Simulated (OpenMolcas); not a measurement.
**Ru5+ in a ligand field**

Ru5+ with 6 ligands (fluoride) in trigonal prismatic coordination (D3h) at 1.88 Å. A charge of +0.167 e stands 2.6 Å behind each ligand. Ligand basis ANO-RCC-VDZP.
```
Ru    0.0000    0.0000    0.0000
F     1.4210    0.0000    1.2309
F    -0.7105    1.2306    1.2309
F    -0.7105   -1.2306    1.2309
F     1.4210    0.0000   -1.2309
F    -0.7105    1.2306   -1.2309
F    -0.7105   -1.2306   -1.2309
```

| Property | Result |
| --- | --- |
| Program | OpenMolcas |
| Method | CASSCF |
| Basis | ANO-RCC-VDZP [6s5p3d1f] |
| Scalar Hamiltonian | DKH2, point nucleus |
| Active space | 3 electrons in 5 orbitals (4d) |
| State averaging | 2S+1 = 4 even, 10 roots; 2S+1 = 2 even, 40 roots |
| Spin-orbit coupling | RASSI with atomic mean-field integrals over the reference wave functions |

The lowest spin-free states (labels of D3, the rotations of D3h), above the lowest:

```csv
State,Degeneracy,E (cm-1)
2S+1 = 4,1,0.0
2E,2,7237
2E,2,11368
2S+1 = 2,1,14744
2S+1 = 2,1,16184
2S+1 = 4,1,19022
2S+1 = 4,1,19494
4E,2,21381
2E,2,30405
2S+1 = 2,1,30662
2E,2,30964
2S+1 = 2,1,31418
2E,2,33391
4E,2,33720
2S+1 = 2,1,35294
2S+1 = 2,1,36422
2E,2,37464
2E,2,39576
2E,2,46030
4E,2,46526
```

The lowest levels with spin-orbit coupling:

```tsv
E (cm-1)	Degeneracy	2S+1	g
0.0	2	4	2.00 3.78 3.78
190.0	2	4	0.00 0.00 6.00
6425	2	2	0.00 0.00 0.34
8147	2	2	0.03 0.03 4.33
11460	2	2	0.00 0.00 6.79
11519	2	2	0.02 0.02 2.74
14448	2	2	0.92 0.92 2.00
16918	2	2	0.99 0.99 2.01
18105	2	4	0.00 0.00 2.62
18949	2	4	1.08 1.66 1.66
20044	2	4	1.67 1.67 5.06
21108	2	4	0.00 0.00 9.32
21222	2	4	1.41 1.41 4.31
21388	2	4	0.32 1.54 1.54
21688	2	4	0.00 0.00 3.44
22151	2	4	0.00 0.00 7.42
29899	2	2	0.13 0.13 0.77
30185	2	2	0.15 0.15 3.67
30343	2	2	0.68 0.68 1.84
31281	2	2	0.00 0.00 3.02
```

Electric-dipole absorption from the lowest level at this geometry, strongest bands:

```json
{"E (cm-1)": "8147", "λ (nm)": "1230", "f": "9.13e-06"}
{"E (cm-1)": "11519", "λ (nm)": "868", "f": "7.36e-06"}
{"E (cm-1)": "18105", "λ (nm)": "552", "f": "1.58e-05"}
{"E (cm-1)": "18949", "λ (nm)": "528", "f": "3.16e-03"}
{"E (cm-1)": "20044", "λ (nm)": "499", "f": "8.23e-03"}
{"E (cm-1)": "21688", "λ (nm)": "461", "f": "3.68e-06"}
{"E (cm-1)": "30185", "λ (nm)": "331", "f": "9.36e-06"}
{"E (cm-1)": "30343", "λ (nm)": "330", "f": "5.30e-05"}
{"E (cm-1)": "32252", "λ (nm)": "310", "f": "1.15e-05"}
{"E (cm-1)": "34238", "λ (nm)": "292", "f": "1.67e-05"}
{"E (cm-1)": "34627", "λ (nm)": "289", "f": "1.59e-05"}
{"E (cm-1)": "36737", "λ (nm)": "272", "f": "6.04e-05"}
{"E (cm-1)": "46663", "λ (nm)": "214", "f": "4.12e-06"}
{"E (cm-1)": "48599", "λ (nm)": "206", "f": "1.49e-05"}
{"E (cm-1)": "58940", "λ (nm)": "170", "f": "1.40e-05"}
{"E (cm-1)": "59121", "λ (nm)": "169", "f": "1.51e-05"}
```

Powder χT (cm3 K/mol): 1.03 at 2 K, 1.07 at 10 K, 1.26 at 50 K, 1.46 at 100 K, 1.63 at 200 K, 1.69 at 300 K. The effective moment at 300 K is 2.828 √(χT) = 3.67 μB.

The lowest level has 2S+1 = 4, for which the spin-only value is χT = S(S+1) / 2 = 1.875 cm3 K/mol (g = 2). The computed 1.685 at 300 K differs by -0.190, through orbital momentum, spin-orbit coupling and any other state in reach.

Metal share of the active 4d orbitals (Löwdin): 68, 68, 75, 75, 85 %; Mulliken charge of the metal 2.27.

Without dynamic correlation the repulsion within the d shell is too large (B by tens of per cent), so at a given field states of lower spin stand too high. The least metal-like active orbital is 68 % on the metal (Löwdin) and no ligand orbital is active, so the numbers are rough. With metal d orbitals alone the field can be off either way by tens of per cent. Ligand-to-metal charge-transfer states are missing. With no ligand orbital active B as a rule stays too high, so bands that hang on it stand too high and its fall with covalency is understated. No measured value stands beside these numbers; the geometry was imposed, not optimised, and the real ion may take another.
